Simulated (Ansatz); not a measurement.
Reactions of `C[N]1[CH2][GeH2]1`.

Isolated molecules relaxed with PBE0-D4/def2-TZVP in Ansatz; ΔE leaves out vibrations. CBS: MP2 limit from def2 TZ/QZ plus the TZ coupled-cluster correction, frozen cores. This one scheme is used for every species. Double bonds are as drawn, so ΔE can hold a change between cis and trans. DFT in def2-TZVPP. Triplets are unrestricted, without spin–orbit coupling. For Ge outer-core shells are correlated without core-valence functions, which leaves a few kJ/mol of doubt a bond. Scalar relativity is left out up to krypton. Each species was taken in one conformer, which may not be the lowest.

```tsv
reaction	PBE-D4 (kJ/mol)
`C[N]1[CH2][GeH2]1` → `C=[N][GeH2][CH3]`	-107
`C[N]1[CH2][GeH2]1` → `C/N=[CH]\[GeH3]`	-48
`C[N]1[CH2][GeH2]1` → `C/C=[N]\[GeH3]`	-94
`C[N]1[CH2][GeH2]1` → `[CH3][GeH2][CH]=N`	-91
`C[N]1[CH2][GeH2]1` → `C1[CH2][GeH2][NH]1`	-94
`C[N]1[CH2][GeH2]1` → `C=C[NH][GeH3]`	-97
`C[N]1[CH2][GeH2]1` + `C[O][GeH2][OH]` → `C[N]1[CH2][GeH]1[OH]` + `C[O][GeH3]`	13
`C[N]1[CH2][GeH2]1` + `C=CS` → `C=CSC` + `[CH2]1[NH][GeH2]1`	-25
`C[N]1[CH2][GeH2]1` → `[CH2]` (triplet) + `[CH2]1[NH][GeH2]1`	417
`C[N]1[CH2][GeH2]1` → `C[C](=N)[GeH3]`	-89
```

(1) Give the CCSD(T)/CBS values in the same order. (An estimate is asked.)

Largest T1 diagnostic: 0.013, for `C/C=[N]\[GeH3]`.

## Answers

(1) Computed: -119, -46, -99, -99, -104, -101, 17, -24, 409, -91 kJ/mol.
